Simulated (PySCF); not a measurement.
## Correlation energy of O³⁺ (oxygen, charge +3)

[He] 2s2 2p1, 2P determinant. Calculation: PySCF 2.14, in ANO-RCC-VTZP (4s3p2d1f, 30 functions); the spin-free X2C one-electron Hamiltonian (Gaussian nucleus). Frozen: 1s2; 3 electrons correlated.

```json
{"level": "CCSD", "correlation energy (mhartree)": "-89.37"}
{"level": "(T)", "correlation energy (mhartree)": "-0.86"}
{"level": "CCSD(T)", "correlation energy (mhartree)": "-90.23"}
{"level": "CCSDT", "correlation energy (mhartree)": "-90.43"}
{"level": "FCI", "correlation energy (mhartree)": "-90.43"}
```

Diagnostics: T1 = 0.0055, D1 = 0.0104, largest double amplitude 0.136, weight of the Hartree-Fock determinant in FCI 0.9548 (11774 determinants).

Cost of the coupled-cluster step: roughly 0.5 core-seconds, for 3 correlated electrons.

Iterations:

```
CC2 = 0
CCSD nocc = (np.int64(2), np.int64(1)), nmo = (29, 29)
frozen orbitals [[0], [0]]
max_cycle = 100
direct = 0
conv_tol = 1e-08
conv_tol_normt = 1e-06
diis_space = 8
diis_start_cycle = 0
Init t2, MP2 energy = -0.059110926060103
Init E_corr(UCCSD) = -0.0591109260601377
cycle = 1  E_corr(UCCSD) = -0.0763198891004277  dE = -0.017208963  norm(t1,t2) = 0.0494407
cycle = 2  E_corr(UCCSD) = -0.0831856725083985  dE = -0.00686578341  norm(t1,t2) = 0.0240359
cycle = 3  E_corr(UCCSD) = -0.0894512289363858  dE = -0.00626555643  norm(t1,t2) = 0.0120931
cycle = 4  E_corr(UCCSD) = -0.0893432203797647  dE = 0.000108008557  norm(t1,t2) = 0.0006348
cycle = 5  E_corr(UCCSD) = -0.0893757196177339  dE = -3.2499238e-05  norm(t1,t2) = 7.77391e-05
cycle = 6  E_corr(UCCSD) = -0.0893657089122878  dE = 1.00107054e-05  norm(t1,t2) = 1.6476e-05
cycle = 7  E_corr(UCCSD) = -0.0893681444219488  dE = -2.43550966e-06  norm(t1,t2) = 4.58225e-06
cycle = 8  E_corr(UCCSD) = -0.0893680783318874  dE = 6.60900615e-08  norm(t1,t2) = 2.68311e-07
cycle = 9  E_corr(UCCSD) = -0.0893680625791013  dE = 1.5752786e-08  norm(t1,t2) = 6.19005e-08
cycle = 10  E_corr(UCCSD) = -0.0893680476335054  dE = 1.49455959e-08  norm(t1,t2) = 2.98515e-08
cycle = 11  E_corr(UCCSD) = -0.0893680492897687  dE = -1.65626332e-09  norm(t1,t2) = 1.36004e-08
UCCSD converged
E(UCCSD) = -71.2404198474795  E_corr = -0.08936804928976871
UCCSD(T) correction = -0.000861148718373566
```
